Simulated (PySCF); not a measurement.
This PySCF input asks for the NMR shieldings of SMILES CCC(=O)C/C=C\B(Cl)Cl, C₆H₉BCl₂O; the geometry comes from GFN2-xTB.

```python
import basis_set_exchange as bse
import numpy as np
from pyscf import gto, dft
from pyscf.prop import nmr

atoms = """
C     2.330142    0.885730   -0.151568
C     1.564859   -0.207116    0.599961
C     0.876244   -1.124367   -0.377159
O     1.306102   -2.198985   -0.697284
C    -0.443969   -0.584977   -0.935484
C    -1.525621   -1.062312   -0.032658
C    -2.249124   -0.339319    0.837980
B    -2.246821    1.171137    1.157153
Cl   -3.404818    1.760615    2.301883
Cl   -1.180359    2.345471    0.475269
H     3.039127    0.441397   -0.846239
H     2.878305    1.501875    0.556311
H     1.649489    1.526208   -0.706043
H     2.266439   -0.795388    1.193620
H     0.823531    0.249714    1.256420
H    -0.589458   -1.023496   -1.924562
H    -0.418573    0.498871   -0.993563
H    -1.703912   -2.129809   -0.095067
H    -2.981388   -0.905997    1.403898
"""
names = dict.fromkeys(["C", "O", "B", "Cl", "H"], "pcSseg-1")
basis = {el: gto.basis.parse(bse.get_basis(n, elements=[el], fmt="nwchem")) for el, n in names.items()}
mol = gto.M(atom=atoms, basis=basis, charge=0, verbose=0)
mf = dft.RKS(mol, xc="PBE0")
mf.grids.level = 2
mf.grids.alignment = dft.numint.BLKSIZE   # the property module wants whole blocks of grid points
mf.conv_tol = 1e-9
mf.kernel()

calc = nmr.RKS(mf)   # GIAO
C = mf.mo_coeff
Co = C[:, mf.mo_occ > 0]
resp = mf.gen_response(singlet=True, hermi=2)
def vind(x):   # induced exchange potential for any number of trial vectors
    d = np.einsum("pi,xij,qj->xpq", C, 2 * x.reshape(-1, C.shape[1], Co.shape[1]), Co, optimize=True)
    return np.einsum("xpq,pi,qj->xij", resp(d - d.transpose(0, 2, 1)), C, Co, optimize=True).ravel()
mo1, _ = nmr.rhf.solve_mo1(calc, with_cphf=vind)
sigma = calc.kernel(mo1)
for i, s in enumerate(sigma):   # ppm
    w = np.linalg.eigvalsh((s + s.T) / 2)
    print("%2d %-2s iso %8.1f  s11 %8.1f  s22 %8.1f  s33 %8.1f" % (i, mol.atom_pure_symbol(i), w.mean(), *w))
```

Question: What are the results?

Answer: 
```
 0 C  iso    173.6  s11    165.9  s22    168.8  s33    186.1
 1 C  iso    149.0  s11    129.6  s22    142.4  s33    175.0
 2 C  iso    -23.8  s11   -116.1  s22    -46.6  s33     91.3
 3 O  iso   -343.4  s11   -920.8  s22   -417.9  s33    308.5
 4 C  iso    136.7  s11    102.0  s22    134.0  s33    174.2
 5 C  iso     19.1  s11    -98.0  s22      4.3  s33    151.1
 6 C  iso     50.1  s11    -57.2  s22     51.6  s33    156.0
 7 B  iso     48.9  s11     21.3  s22     37.2  s33     88.3
 8 Cl iso    658.1  s11    401.4  s22    730.6  s33    842.2
 9 Cl iso    700.2  s11    456.7  s22    732.2  s33    911.7
10 H  iso     30.6  s11     26.1  s22     28.4  s33     37.4
11 H  iso     30.3  s11     26.7  s22     27.2  s33     37.1
12 H  iso     30.3  s11     25.5  s22     30.6  s33     34.6
13 H  iso     29.7  s11     26.2  s22     27.9  s33     35.1
14 H  iso     28.9  s11     25.3  s22     28.1  s33     33.3
15 H  iso     28.8  s11     26.5  s22     26.7  s33     33.2
16 H  iso     26.1  s11     23.2  s22     25.0  s33     30.2
17 H  iso     24.6  s11     21.4  s22     23.9  s33     28.5
18 H  iso     25.2  s11     22.3  s22     23.6  s33     29.7
```

These numbers come from an equivalent density-fitted implementation of the same equations, which agrees with the script to about 0.01 ppm for H and up to a few tenths of a ppm for heavy atoms, so last digits may differ.

Size and cost of the density-fitted run: 229 basis functions, 90 s wall time on 1 thread of an Arm Neoverse N1, shared host; peak memory 1.1 GiB.
